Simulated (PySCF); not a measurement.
Compound: 1,1,2-trifluoro-2-methylcyclopropane, C4H5F3.
Cartesian coordinates in Å at the PBE0-D3(BJ)/def2-SVP level; atoms count from 1:
```xyz
12
C4H5F3 angstrom
C      1.2955    0.5501   -0.5245
C      0.3293   -0.3202    0.2117
F      0.9346   -1.2871    0.9490
C     -1.0186   -0.7126   -0.3817
C     -0.9377    0.2099    0.7788
F     -1.3425   -0.2091    1.9757
F     -1.2349    1.5050    0.6090
H      2.0003    1.0114    0.1829
H      0.7682    1.3502   -1.0594
H      1.8655   -0.0480   -1.2508
H     -1.2942   -0.3069   -1.3584
H     -1.3549   -1.7289   -0.1604
```

NICS = −σ at a ghost point: NICS(0) at the centroid of the ring atoms, NICS(1) 1 Å to either side along the normal of their mean plane, zz for the tensor component along that normal. Level: GIAO PBE0/pcSseg-1 (PySCF, non-relativistic, gas phase) on the PBE0-D3(BJ)/def2-SVP geometry, one conformer.

Ring bond lengths (Å), with Mayer bond orders in brackets: C2–C4 1.524 (0.86), C4–C5 1.485 (0.96), C5–C2 1.486 (0.89).

Question: What do the NICS probes read (ppm)?

Answer: 
```
    ring                                            type  NICS(0)  NICS(1), two faces  NICS(1)zz, two faces  rms pucker (Å)  centre to ring atoms, mean (Å)
C2–C4–C5  3-membered carbocycle; formal bonds all single    -30.1         -5.0 / -7.8          -8.9 / -14.8            0.00                            0.87
```

Question: What can be read from them?

Answer: 
- C2–C4–C5: mean NICS(1)zz -11.9 ppm, shielded. C2, C4, C5 have four or more neighbours, so the value isn't read as a sign of a π ring current. The two faces differ by 5.9 ppm, so no symmetry operation interchanges them. NICS(0) lies 24 ppm below the mean NICS(1).

Question: What field does 1 T along the ring normal induce along that normal at the second NICS(1) probe listed for ring C2–C4–C5, 1 Å off the ring?

Answer: NICSzz × B0 = -14.8 ppm × 1 T = -15 μT, against the applied field.

Question: Give the inner angles of the rings and the Hirshfeld charges of the ring atoms.

Answer: 
- C2–C4–C5: C2 59.1° (+0.076 e), C4 59.2° (-0.114 e), C5 61.7° (+0.154 e); sum 180.0° against 180° for a flat convex ring.

Question: How shielded are the nuclei of the rings and their hydrogens (means over atoms taken as equivalent)?

Answer: 
```
atoms                 environment  σ isotropic (ppm)  principal values of the symmetric part, first atom (ppm)
   C2              sp3 C–F carbon              108.6                                         66.9, 78.1, 180.8
   C4  three-membered-ring carbon              160.9                                       142.7, 151.6, 188.4
   C5                  CF2 carbon               71.7                                         46.6, 59.5, 109.1
  H11          methylene hydrogen              30.26                                          25.7, 28.0, 37.1
  H12          methylene hydrogen              29.78                                          25.4, 27.4, 36.5
```

Question: How do the values depend on the level or the medium?

Answer: 
```json
{"level": "PBE0/pcSseg-1, gas", "NICS(0), C2–C4–C5": "-30.1", "mean NICS(1)zz, C2–C4–C5": "-11.9"}
{"level": "wB97X-D/pcSseg-2, gas", "NICS(0), C2–C4–C5": "-30.6", "mean NICS(1)zz, C2–C4–C5": "-12.6"}
```

The geometry is the same throughout.
